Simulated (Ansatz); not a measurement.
Species: LuF, net charge 0, singlet state. SMILES: [F][Lu]
Geometry from a B3LYP-D3(BJ)/def2-TZVP (Ansatz, an electronic-structure program) optimisation:
```
Lu
F 1 1.9192
```

Parts of the frozen-core correlation energy in def2-TZVPP (Ansatz, hartree). Frozen orbitals: 21; correlated occupied orbitals by spin: 5 and 5; virtual: 110 and 110. No spin-orbit coupling. In def2 rows, elements after Kr have scalar-relativistic effective core potentials. The restricted reference is unstable.

```csv
term,value
reference (HF),-1332.00551
MP2 opposite-spin,-0.22619
MP2 same-spin,(withheld)
CCSD correlation,(withheld)
(T),(withheld)
T1 diagnostic,0.016
largest doubles amplitude,0.118
```

**Question.** Fill in the missing entries.

**Answer.** 
- MP2 same-spin, value: -0.07644
- CCSD correlation, value: -0.30867
- (T), value: -0.00916
